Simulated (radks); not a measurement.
Mn V, 21 electrons, occupied as [Ar] 3d3.

Method: non-relativistic Kohn-Sham, MS2 meta-GGA, spin-polarised, spherical densities, point nucleus; open shells are filled with parallel spins first; meta-GGA in the generalised Kohn-Sham scheme; computed with a radial shooting solver on a logarithmic mesh with Libxc functionals.

Energy parts (hartree):
| part | energy |
|---|---|
| total | -1146.86476 |
| kinetic | 1146.01696 |
| electron-nucleus | -2679.91606 |
| Hartree | 437.22068 |
| exchange-correlation | -50.18634 |

Orbitals (lengths in bohr, moments of r in powers of bohr; <r^-3> diverges for s and p1/2):
| orbital | occ. | eigenvalue (hartree) | <r^-3> | <r^4> | <r^2> |
|---|---|---|---|---|---|
| 1s up | 1 | -236.9337 | - | 0.00006590 | 0.005075 |
| 1s down | 1 | -236.9328 | - | 0.00006590 | 0.005075 |
| 2s up | 1 | -29.40979 | - | 0.01528 | 0.09356 |
| 2s down | 1 | -29.35863 | - | 0.01515 | 0.09316 |
| 2p up | 3 | -25.40550 | 402.8 | 0.01169 | 0.07580 |
| 2p down | 3 | -25.35796 | 404.2 | 0.01156 | 0.07542 |
| 3s up | 1 | -5.33609 | - | 1.013 | 0.8035 |
| 3s down | 1 | -5.18499 | - | 1.038 | 0.8118 |
| 3p up | 3 | -4.16064 | 52.38 | 1.301 | 0.8844 |
| 3p down | 3 | -3.99971 | 51.36 | 1.348 | 0.8975 |
| 3d up | 3 | -2.29101 | 5.381 | 2.589 | 1.127 |
| 3d down | 0 | -2.11356 | 5.239 | 2.922 | 1.184 |

The highest occupied level is 3d up at -62.341 eV. The density falls to 0.001 e/bohr^3 at r = 2.51 bohr. Virial ratio -V/T = 2.00074. The spin density at the nucleus is -0.800 e/bohr^3 (1s -0.073, 2s -1.819, 3s 1.092), a Fermi contact field of -41.9 T. The electron density at the nucleus is 1.058e+04 e/bohr^3. Spin moment in Bohr magnetons: 3. For comparison, the ionisation energy in NIST's Atomic Spectra Database is 72.4 eV (semi-empirical). In exact Kohn-Sham theory the highest level is minus the ionisation energy, but local and semilocal functionals leave it too shallow, through self-interaction and a potential that decays too fast; potentials with the right tail come closer.
